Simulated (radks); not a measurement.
The numbers below are computed, except where a source is named.
Spherical quantum dot in the effective-mass picture: electrons in a parabolic well V = omega^2 r^2 / 2 with omega = 0.299, all in effective atomic units (hartree* = m*/eps^2 hartree, bohr* = eps/m* bohr), one dielectric constant everywhere. Level of theory: non-relativistic Kohn-Sham, LDA (Slater exchange, Perdew-Wang correlation), spin-polarised, spherical densities (a radial shooting solver with Libxc functionals). Levels are named by radial order and angular momentum (1s, 1p, 1d, 2s, ...), and open shells are averaged over m. Each electron was tried in the lowest free levels, single moves between levels near the top were tried too, and the lowest total energy was kept; such a search can miss a lower state. At N = 1 the Hartree and exchange-correlation terms need not cancel, so that row can carry a self-interaction error.

| N | open shells | 2S | E (hartree*) | mu = E(N) - E(N-1) (hartree*) | addition energy mu(N+1) - mu(N) (hartree*) | e(HOMO) (hartree*) | rms radius (bohr*) |
|---|---|---|---|---|---|---|---|
| 1 | 1s(up 1, down 0) | 1 | 0.460768 | 0.46077 | 0.3668 | 0.61142 | 2.268 |
| 2 | none | 0 | 1.28838 | 0.82761 | 0.4966 | 0.96897 | 2.508 |
| 3 | 1p(up 1, down 0) | 1 | 2.61257 | 1.3242 | 0.2380 | 1.4431 | 2.860 |
| 4 | 1p(up 2, down 0) | 2 | 4.17476 | 1.5622 | 0.2350 | 1.6806 | 3.084 |
| 5 | 1p(up 3, down 0) | 3 | 5.97197 | 1.7972 | 0.2791 | 1.9127 | 3.258 |
| 6 | 1p(up 3, down 1) | 2 | 8.04832 | 2.0764 | 0.2098 | 2.1814 | 3.418 |
| 7 | 1p(up 3, down 2) | 1 | 10.3345 | 2.2862 | 0.2077 | 2.3906 | 3.556 |
| 8 | none | 0 | 12.8284 | 2.4939 | 0.3661 | 2.5965 | 3.681 |
| 9 | 1d(up 1, down 0) | 1 | 15.6883 | 2.8599 | 0.1853 | 2.9529 | 3.828 |
| 10 | 1d(up 2, down 0) | 2 | 18.7335 | 3.0452 | 0.1829 | 3.1371 | 3.957 |
| 11 | 1d(up 3, down 0) | 3 | 21.9616 | 3.2281 | 0.1802 | 3.3187 | 4.074 |
| 12 | 1d(up 4, down 0) | 4 | 25.3699 | 3.4083 | 0.1775 | 3.4975 | 4.181 |
| 13 | 1d(up 5, down 0) | 5 | 28.9557 | 3.5858 | 0.2138 | 3.6737 | 4.281 |
| 14 | 1d(up 5, down 1) | 4 | 32.7553 | 3.7996 | 0.1674 | 3.8836 | 4.378 |
| 15 | 1d(up 5, down 2) | 3 | 36.7224 | 3.9670 | 0.1658 | 4.0502 | 4.468 |
| 16 | 1d(up 5, down 3) | 2 | 40.8552 | 4.1328 | 0.1640 | 4.2151 | 4.554 |
| 17 | 1d(up 5, down 4) | 1 | 45.1520 | 4.2968 | 0.1621 | 4.3782 | 4.636 |
| 18 | none | 0 | 49.6109 | 4.4589 | 0.1968 | 4.5393 | 4.714 |
| 19 | 2s(up 1, down 0) | 1 | 54.2666 | 4.6557 | 0.1813 | 4.7368 | 4.791 |
| 20 | none | 0 | 59.1036 | 4.8370 | 0.2247 | 4.9170 | 4.866 |
| 21 | 1f(up 1, down 0) | 1 | 64.1653 | 5.0617 | 0.1488 | 5.1362 | 4.945 |
| 22 | 1f(up 2, down 0) | 2 | 69.3757 | 5.2104 | 0.1474 | 5.2843 | 5.020 |
| 23 | 1f(up 3, down 0) | 3 | 74.7335 | 5.3578 | 0.1461 | 5.4311 | 5.092 |
| 24 | 1f(up 4, down 0) | 4 | 80.2375 | 5.5040 | 0.1448 | 5.5766 | 5.161 |
| 25 | 1f(up 5, down 0) | 5 | 85.8863 | 5.6488 | 0.1435 | 5.7207 | 5.228 |
| 26 | 1f(up 6, down 0) | 6 | 91.6786 | 5.7923 | 0.1422 | 5.8636 | 5.292 |
| 27 | 1f(up 7, down 0) | 7 | 97.6131 | 5.9345 | 0.1708 | 6.0052 | 5.355 |
| 28 | 1f(up 7, down 1) | 6 | 103.718 | 6.1053 | 0.1378 | 6.1744 | 5.417 |
| 29 | 1f(up 7, down 2) | 5 | 109.962 | 6.2431 | 0.1369 | 6.3117 | 5.477 |
| 30 | 1f(up 7, down 3) | 4 | 116.342 | 6.3800 | 0.1359 | 6.4481 | 5.535 |
| 31 | 1f(up 7, down 4) | 3 | 122.857 | 6.5159 | 0.1349 | 6.5835 | 5.592 |
| 32 | 1f(up 7, down 5) | 2 | 129.508 | 6.6508 | 0.1339 | 6.7179 | 5.647 |
| 33 | 1f(up 7, down 6) | 1 | 136.293 | 6.7847 | 0.1329 | 6.8513 | 5.701 |
| 34 | none | 0 | 143.210 | 6.9176 | 0.1798 | 6.9838 | 5.754 |
| 35 | 2p(up 1, down 0) | 1 | 150.308 | 7.0974 | 0.1323 | 7.1637 | 5.807 |
| 36 | 2p(up 2, down 0) | 2 | 157.538 | 7.2298 | - | 7.2958 | 5.859 |

All shells are closed at N = 2, 8, 18, 20, 34 (there: 1s2 1p6 1d10 2s2 1f14); the second difference of the energy has clear peaks (12 % above both neighbours; the first and last values, which can be the largest, are not judged, and half-filled shells can peak too) at N = 2, 5, 8, 13, 20, 27, 34.
